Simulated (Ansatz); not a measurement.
```yaml
crystal:
  periodic: [true, true, true]
  atoms:
    - {symbol: C, position_ang: [-0.804031, 1.212509, 0.035518]}
    - {symbol: C, position_ang: [-0.024966, 0.044499, -0.518584]}
    - {symbol: C, position_ang: [1.170620, -0.506922, 0.358554]}
    - {symbol: Al, position_ang: [-0.129605, -1.822049, -0.104420]}
    - {symbol: H, position_ang: [-1.688157, 1.428743, -0.570216]}
    - {symbol: H, position_ang: [-1.152753, 1.022116, 1.055394]}
    - {symbol: H, position_ang: [-0.192311, 2.123221, 0.071924]}
    - {symbol: H, position_ang: [0.312356, 0.238704, -1.540452]}
    - {symbol: H, position_ang: [1.150036, -0.130173, 1.383493]}
    - {symbol: H, position_ang: [2.169586, -0.394767, -0.058941]}
    - {symbol: H, position_ang: [-0.745476, -3.272983, -0.091467]}
basis:
  gaussian: {orbitals: def2-TZVPP}
hamiltonian: {xc: {name: LC-wPBE}}
```

```sh
$ ansatz run in.yaml --threads 2 --pin off --events-out ev --progress --plain --max-ram 4352MiB
```

Output, abridged:

```
Error: YAML parse error: error: line 2 column 3: crystal: missing field `lattice` (a structure is typed as `lattice` and `atoms`, a molecule's as `atoms` in Å alone, or read from a run's directory, `checkpoint`)
 --> <input>:2:3
1 | crystal:
2 |   periodic: [true, true, true]
3 |   atoms:
4 |     - {symbol: C, position_ang: [-0.804031, 1.212509, 0.035518]}
```

Q: What is wrong with this run?

A: The molecule is marked periodic without a cell. The input was rejected before any iteration.
